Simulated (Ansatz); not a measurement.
Cartesian coordinates in Å:
```
C -0.056 -0.063 -1.651
S -0.212 0.908 -0.131
B 0.112 -0.282 1.144
S 0.091 0.135 2.882
H -0.250 0.612 -2.484
H -0.786 -0.870 -1.666
H 0.951 -0.466 -1.745
H 0.359 -1.418 0.877
H -0.209 1.442 2.773
```

Charge 0, multiplicity 1.

Question: List the PBE/def2-TZVPP orbital energies in eV (Ansatz). (An estimate is asked.)

Answer: Computed: Occupied: -2395.93, -2395.93, -269.82, -208.90, -208.88, -177.67, -155.05, -155.03, -154.92, -154.89, -154.86, -154.84, -19.71, -18.48, -16.07, -12.17, -10.94, -10.72, -10.22, -9.18, -8.05, -7.45, -7.40, -5.98. Lowest empty: -1.70, -0.63, 0.08, 0.64, 1.40, 1.62, 2.23, 2.28.
